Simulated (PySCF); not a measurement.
B3H2O3, SMILES [B]1OBOBO1 (connectivity only; charge and spin as stated), charge +1, multiplicity 1.

Coordinates come from a PBE0-D3(BJ)/def2-SVP optimisation. The multiplicity is an assumed one; other spin states were not compared. The isomer is the one that the SMILES or the coordinates give; other isomers of the formula were not compared.

Level of theory: PBE0-D3(BJ)/def2-SVP (PySCF).

Frequencies are harmonic and unscaled.

Computed vibrational spectrum:
```csv
mode,ν (cm⁻¹),IR (km/mol),moving atoms (share of kinetic energy)
1,229,0.0,"O 45 %, H 29 %, B 25 %"
2,298,0.5,"O 39 %, H 35 %, B 26 %"
3,488,16.3,"O 70 %, B 28 %"
4,515,46.0,"B 53 %, O 46 %"
5,547,66.5,"B 63 %, O 30 %"
6,728,16.1,"O 77 %, B 21 %"
7,823,9.2,"B 67 %, O 31 %"
8,861,0.0,"H 59 %, B 39 %"
9,865,106.3,"H 51 %, B 39 %, O 10 %"
10,911,162.7,"B 51 %, O 26 %, H 23 %"
11,980,23.2,"H 58 %, B 40 %"
12,1037,2.4,"H 90 %, B 8 %"
13,1211,171.5,"O 78 %, B 19 %"
14,1235,355.5,"B 66 %, H 20 %, O 13 %"
15,1340,339.3,"O 57 %, B 39 %"
16,1928,603.9,"B 74 %, O 26 %"
17,2814,31.8,"H 90 %, B 10 %"
18,2820,3.1,"H 90 %, B 10 %"
```
